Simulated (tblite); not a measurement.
A geometry optimisation, step by step.

Compound: C2H7GeN3Si.
SMILES with atom numbers: `[SiH3:1][c:2]1[cH:3][n:4]([GeH3:5])[n:6][n:7]1` (hydrogens: H8, H9, H10 on Si1; H11 on C3; H12, H13, H14 on Ge5)

Computed with GFN2-xTB (tblite), gas phase: L-BFGS steps from a force-field or distance-geometry start until the largest atomic force falls under 0.01 eV/Å. 11 of its 53 geometries are shown.

Step 0: E = -550.7021 eV, largest atomic force 2.147 eV/Å
```
atom  x, y, z in Å  |  force x, y, z in eV/Å
Si1     2.856    0.234    0.679    0.553  -0.102  -0.663
C2      1.130   -0.347    0.259   -0.078   0.125   0.193
C3     -0.037    0.363    0.486    0.334  -0.200  -0.195
N4     -1.042   -0.434    0.030    0.246   0.899   0.589
Ge5    -2.831    0.059    0.111   -1.156   0.024  -0.874
N6     -0.521   -1.563   -0.413    1.397  -0.616  -0.232
N7      0.791   -1.537   -0.290   -2.066   0.581   0.059
H8      3.093    1.560    0.060   -0.164  -0.171   0.151
H9      3.824   -0.697    0.067   -0.194   0.116   0.209
H10     3.009    0.341    2.120   -0.020  -0.007   0.216
H11    -0.145    1.350    0.908   -0.265  -0.200  -0.118
H12    -3.641   -0.812   -0.905    0.607   0.338   0.586
H13    -3.032    1.546   -0.348    0.421  -0.711   0.258
H14    -3.456   -0.064    1.494    0.385  -0.076  -0.178
```

Step 5: E = -550.9234 eV, largest atomic force 0.431 eV/Å
```
atom  x, y, z in Å  |  force x, y, z in eV/Å
Si1     2.880    0.225    0.655   -0.105  -0.118  -0.078
C2      1.129   -0.339    0.272   -0.136   0.055  -0.029
C3     -0.028    0.374    0.484   -0.069   0.178   0.117
N4     -1.060   -0.391    0.057    0.078   0.173   0.019
Ge5    -2.880    0.060    0.072    0.371  -0.195   0.102
N6     -0.535   -1.538   -0.411    0.032  -0.111  -0.034
N7      0.736   -1.514   -0.287   -0.328   0.063  -0.005
H8      3.075    1.556    0.070   -0.048   0.010  -0.003
H9      3.830   -0.712    0.076    0.039  -0.072   0.018
H10     3.006    0.337    2.112    0.016  -0.032  -0.011
H11    -0.177    1.346    0.903   -0.077   0.180   0.067
H12    -3.591   -0.810   -0.875    0.013  -0.261  -0.176
H13    -2.982    1.483   -0.329    0.131   0.217  -0.086
H14    -3.405   -0.076    1.460    0.083  -0.085   0.101
```

Step 10: E = -550.9706 eV, largest atomic force 0.225 eV/Å
```
atom  x, y, z in Å  |  force x, y, z in eV/Å
Si1     2.869    0.199    0.634   -0.007   0.027   0.100
C2      1.104   -0.324    0.272    0.030   0.019   0.007
C3     -0.037    0.413    0.501   -0.057  -0.009  -0.045
N4     -1.065   -0.349    0.068   -0.071  -0.009  -0.004
Ge5    -2.859    0.038    0.061   -0.161   0.120   0.101
N6     -0.573   -1.507   -0.403    0.023   0.129   0.044
N7      0.694   -1.495   -0.285    0.144   0.039   0.019
H8      3.053    1.546    0.074   -0.013  -0.061  -0.039
H9      3.839   -0.739    0.083   -0.048  -0.030  -0.019
H10     3.008    0.322    2.094   -0.003  -0.062  -0.069
H11    -0.210    1.387    0.917    0.071  -0.020  -0.003
H12    -3.545   -0.866   -0.891    0.101  -0.080  -0.034
H13    -2.923    1.480   -0.335   -0.025  -0.018  -0.035
H14    -3.356   -0.106    1.467    0.016  -0.046  -0.024
```

Step 16: E = -550.9841 eV, largest atomic force 0.147 eV/Å
```
atom  x, y, z in Å  |  force x, y, z in eV/Å
Si1     2.867    0.193    0.640   -0.004  -0.007  -0.062
C2      1.096   -0.298    0.279    0.023  -0.038  -0.024
C3     -0.049    0.433    0.501    0.081   0.044   0.060
N4     -1.077   -0.329    0.072    0.067   0.033   0.001
Ge5    -2.876    0.044    0.070    0.029  -0.041  -0.138
N6     -0.575   -1.482   -0.398   -0.019   0.001  -0.004
N7      0.692   -1.468   -0.279    0.008  -0.050  -0.016
H8      3.045    1.529    0.055    0.037  -0.027   0.011
H9      3.817   -0.762    0.077   -0.068   0.004   0.002
H10     3.012    0.294    2.095    0.023  -0.009   0.032
H11    -0.196    1.404    0.923   -0.050   0.106   0.032
H12    -3.483   -0.905   -0.897    0.037   0.018   0.037
H13    -2.928    1.480   -0.352   -0.095  -0.036   0.016
H14    -3.347   -0.133    1.472   -0.068   0.002   0.054
```

Step 21: E = -550.9965 eV, largest atomic force 0.124 eV/Å
```
atom  x, y, z in Å  |  force x, y, z in eV/Å
Si1     2.870    0.187    0.644    0.046  -0.036   0.011
C2      1.099   -0.280    0.285    0.002   0.044   0.058
C3     -0.034    0.470    0.518   -0.020  -0.017  -0.031
N4     -1.066   -0.282    0.082   -0.037   0.042   0.032
Ge5    -2.872    0.035    0.065   -0.028  -0.037   0.083
N6     -0.582   -1.442   -0.393    0.007   0.051   0.017
N7      0.686   -1.444   -0.276   -0.040   0.079   0.032
H8      3.064    1.506    0.029    0.065   0.004   0.079
H9      3.762   -0.802    0.060    0.057  -0.044  -0.018
H10     3.029    0.253    2.106    0.023   0.049  -0.092
H11    -0.190    1.449    0.935    0.056  -0.102  -0.032
H12    -3.395   -0.952   -0.897   -0.066  -0.078  -0.070
H13    -3.001    1.459   -0.366   -0.063   0.022   0.001
H14    -3.370   -0.158    1.466    0.000   0.023  -0.071
```

Step 26: E = -551.0121 eV, largest atomic force 0.241 eV/Å
```
atom  x, y, z in Å  |  force x, y, z in eV/Å
Si1     2.895    0.160    0.635   -0.033  -0.016  -0.029
C2      1.103   -0.248    0.309   -0.043  -0.023  -0.084
C3     -0.021    0.512    0.535   -0.061   0.062   0.054
N4     -1.067   -0.217    0.103   -0.024  -0.058  -0.062
Ge5    -2.886    0.009    0.055   -0.091   0.050  -0.123
N6     -0.596   -1.379   -0.380   -0.019  -0.066  -0.003
N7      0.670   -1.400   -0.261    0.052  -0.094  -0.017
H8      3.126    1.483    0.046    0.073   0.015   0.005
H9      3.728   -0.868    0.032    0.057  -0.013  -0.007
H10     3.067    0.235    2.087    0.064   0.009   0.056
H11    -0.162    1.485    0.948    0.024   0.209   0.118
H12    -3.328   -1.027   -0.916    0.007   0.075   0.076
H13    -3.123    1.429   -0.375    0.006  -0.095  -0.023
H14    -3.407   -0.175    1.442   -0.011  -0.055   0.039
```

Step 31: E = -551.0202 eV, largest atomic force 0.093 eV/Å
```
atom  x, y, z in Å  |  force x, y, z in eV/Å
Si1     2.901    0.145    0.631    0.014   0.010  -0.020
C2      1.096   -0.228    0.309    0.003   0.038   0.034
C3     -0.024    0.543    0.547    0.010  -0.007  -0.043
N4     -1.072   -0.186    0.107   -0.010   0.022   0.036
Ge5    -2.903    0.001    0.045    0.062  -0.024  -0.004
N6     -0.605   -1.354   -0.372   -0.019   0.019   0.008
N7      0.661   -1.382   -0.254   -0.044   0.059   0.005
H8      3.171    1.468    0.052    0.035  -0.034   0.000
H9      3.717   -0.899    0.019   -0.011   0.040   0.025
H10     3.099    0.222    2.082    0.025  -0.020   0.003
H11    -0.144    1.523    0.970   -0.011  -0.087  -0.030
H12    -3.292   -1.056   -0.915   -0.043   0.005  -0.004
H13    -3.182    1.401   -0.392    0.000   0.020  -0.052
H14    -3.424   -0.200    1.430   -0.012  -0.040   0.040
```

Step 36: E = -551.0228 eV, largest atomic force 0.045 eV/Å
```
atom  x, y, z in Å  |  force x, y, z in eV/Å
Si1     2.903    0.141    0.630    0.010   0.001   0.017
C2      1.094   -0.215    0.312    0.006  -0.002  -0.008
C3     -0.025    0.557    0.546   -0.003   0.000   0.022
N4     -1.076   -0.169    0.114    0.003  -0.002  -0.005
Ge5    -2.906   -0.004    0.044   -0.033  -0.001   0.031
N6     -0.613   -1.338   -0.366    0.014   0.001  -0.002
N7      0.653   -1.367   -0.252    0.014  -0.006  -0.002
H8      3.202    1.456    0.053    0.013   0.018  -0.017
H9      3.712   -0.905    0.018    0.005  -0.017  -0.007
H10     3.120    0.210    2.079   -0.006  -0.015   0.004
H11    -0.142    1.531    0.977   -0.021   0.027   0.000
H12    -3.288   -1.065   -0.914   -0.021  -0.006  -0.008
H13    -3.206    1.389   -0.413    0.007  -0.005  -0.004
H14    -3.431   -0.221    1.429    0.012   0.004  -0.022
```

Step 42: E = -551.0234 eV, largest atomic force 0.035 eV/Å
```
atom  x, y, z in Å  |  force x, y, z in eV/Å
Si1     2.907    0.142    0.630   -0.002  -0.002  -0.004
C2      1.095   -0.209    0.312   -0.002   0.000   0.014
C3     -0.027    0.557    0.551   -0.002   0.015  -0.024
N4     -1.076   -0.171    0.114    0.000  -0.013   0.008
Ge5    -2.908   -0.006    0.046    0.010  -0.002  -0.033
N6     -0.609   -1.338   -0.366    0.003   0.000  -0.003
N7      0.657   -1.363   -0.251    0.013   0.005  -0.007
H8      3.212    1.456    0.050    0.003  -0.005   0.003
H9      3.713   -0.906    0.019   -0.011  -0.001   0.000
H10     3.121    0.204    2.080   -0.003  -0.003   0.000
H11    -0.149    1.534    0.975   -0.010   0.005   0.007
H12    -3.303   -1.064   -0.914    0.004   0.006   0.013
H13    -3.204    1.386   -0.417    0.003  -0.007   0.008
H14    -3.430   -0.222    1.429   -0.005   0.003   0.018
```

Step 47: E = -551.0236 eV, largest atomic force 0.014 eV/Å
```
atom  x, y, z in Å  |  force x, y, z in eV/Å
Si1     2.908    0.141    0.630    0.001   0.003   0.000
C2      1.095   -0.202    0.315    0.001   0.008  -0.012
C3     -0.029    0.563    0.550   -0.001  -0.006   0.003
N4     -1.076   -0.169    0.116    0.000   0.005  -0.011
Ge5    -2.908   -0.009    0.044    0.001   0.001   0.008
N6     -0.605   -1.334   -0.366    0.000  -0.003   0.000
N7      0.661   -1.357   -0.251   -0.004   0.000   0.004
H8      3.219    1.452    0.048    0.007   0.001   0.008
H9      3.707   -0.912    0.017   -0.005  -0.005  -0.003
H10     3.122    0.197    2.080    0.003   0.006   0.004
H11    -0.155    1.539    0.976   -0.006  -0.010  -0.001
H12    -3.301   -1.069   -0.912    0.001  -0.007  -0.001
H13    -3.207    1.382   -0.418    0.002   0.004   0.000
H14    -3.431   -0.223    1.429    0.001   0.003   0.002
```

Step 52: E = -551.0238 eV, largest atomic force 0.007 eV/Å
```
atom  x, y, z in Å  |  force x, y, z in eV/Å
Si1     2.908    0.142    0.630   -0.002   0.000   0.001
C2      1.095   -0.198    0.312   -0.001  -0.005   0.004
C3     -0.031    0.564    0.548   -0.002  -0.002   0.003
N4     -1.076   -0.171    0.112   -0.002  -0.004   0.004
Ge5    -2.908   -0.010    0.045   -0.002   0.000  -0.001
N6     -0.603   -1.336   -0.367   -0.001   0.001  -0.006
N7      0.663   -1.355   -0.251    0.001   0.000  -0.007
H8      3.225    1.452    0.051    0.005   0.004   0.003
H9      3.702   -0.915    0.016   -0.005   0.001   0.003
H10     3.122    0.198    2.081    0.000   0.001  -0.002
H11    -0.162    1.537    0.977    0.002   0.004  -0.006
H12    -3.304   -1.070   -0.910    0.003   0.001   0.005
H13    -3.204    1.382   -0.417    0.000   0.000  -0.002
H14    -3.430   -0.221    1.431    0.004   0.000   0.001
```

Q: Summarise the path.

A: The energy falls by 0.3217 eV from step 0 to step 52; nine tenths of that is first reached at step 20. It falls at every step. The largest force goes from 2.147 to 0.007 eV/Å. Among the bonds Ge5–H12 changes most, from 1.565 to 1.481 Å; the atoms move by 0.228 Å rms after alignment.

The cost below is that of the whole relaxation. Time: 0.27 s wall. Hardware: an Arm Neoverse V2 with one thread, no GPU, shared host.
